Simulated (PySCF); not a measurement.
# Cl⁺ (chlorine, charge +1): UHF calculation

Configuration: [Ne] 3s2 3p4, high-spin 3P determinant. All numbers are calculated (PySCF 2.14, scalar relativity by spin-free X2C-1e, in jorge-DZP-DKH).

| Property | Result |
| --- | --- |
| Total energy | -460.451080 hartree |
| One-electron energy | -629.1671 hartree |
| Hartree (Coulomb) energy | 196.1066 hartree |
| Exchange energy | -27.3906 hartree |
| ⟨S²⟩ | 2.0067 |
| ⟨L²⟩ | 2.021 |
| Sum of ⟨r⟩ | 13.35 bohr |
| Sum of ⟨r²⟩ | 20.77 bohr² |
| Traceless quadrupole moment −½Σ⟨3z² − r²⟩ along its main axis | -1.53 e·bohr² |
| Langevin diamagnetic susceptibility | -16.5 ×10⁻⁶ cm³/mol |
| Time after the integrals | 0.04 s of wall time on 1 thread of Intel(R) Xeon(R) 6975P-C (shared host) |

```tsv
shell	electrons	mean orbital energy (eV)	spread (eV)	rms radius, mean of both spins (bohr)
1s α	1	-2877.6	0	0.105
1s β	1	-2876.9	0	0.105
2s α	1	-303.56	0	0.478
2s β	1	-302.87	0	0.478
2p α	3	-233.04	0.768	0.451
2p β	3	-231.80	0.554	0.451
3s α	1	-43.753	0	1.62
3s β	1	-36.804	0	1.62
3p α	3	-26.350	2.177	1.86
3p β	1	-23.485	0	1.86
```

Densities and radii are taken from the X2C orbitals without a picture-change correction, which distorts them close to the nucleus.
